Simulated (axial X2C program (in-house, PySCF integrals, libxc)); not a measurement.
ErSe: a free-ion multiplet in an axial field

Computed with an in-house all-electron X2C program for linear molecules (integrals from PySCF): two-component X2C with atomic mean-field Coulomb and Gaunt terms, basis Er dyall-v3z, Se dyall-v3z (cores contracted in-house). Orbitals come from Hartree–Fock averaged over the configuration Er f12 s0; CI then distributes these electrons over the f, s shells of Er.

R = 2.565 Å.

Question: Which level do Hund's rules give for f12, how many Ω levels does it split into, and what is its Landé factor?

Answer: S = 1, L = 5, J = 6 (3H6). It gives Ω = 0 to 6, 7 levels. gJ = 3/2 + [S(S+1) − L(L+1)]/[2J(J+1)] = 1.167, so g∥ = 2gJΩ.

The computed levels compare thus:

```
Ω  energy (cm⁻¹)  g∥ computed   2gJΩ
0              0         0.00   0.00
1             24         2.35   2.33
2             89         4.69   4.67
3            169         7.01   7.00
4            239         9.34   9.33
5            296        11.67  11.67
6            383        13.99  14.00
```

The 7 lowest levels are just these Ω; they span 383 cm⁻¹, the lowest has Ω = 0, and the next level lies at 6318 cm⁻¹. Departures of g∥ from 2gJΩ come from intermediate coupling and from mixing with the higher-lying level J − 1 of the term. The computed g∥ is the magnitude of 2⟨Lz + ge Sz⟩.

There is no dynamic correlation: spin–orbit spacings and, for f shells, spacings inside one term are the most reliable numbers, splittings between terms come out too wide, and energies between configurations are not reliable, so the lowest level need not be the ground state of the molecule. At most 4 roots were kept for each Ω > 0 (twice that for Ω = 0) within 2.2 eV of the lowest, so higher up levels can be missing between those listed; levels with Ω > 0 are doubly degenerate and listed once, Ω = 0 levels singly. States that fill the shells left empty in the average are placed too high.
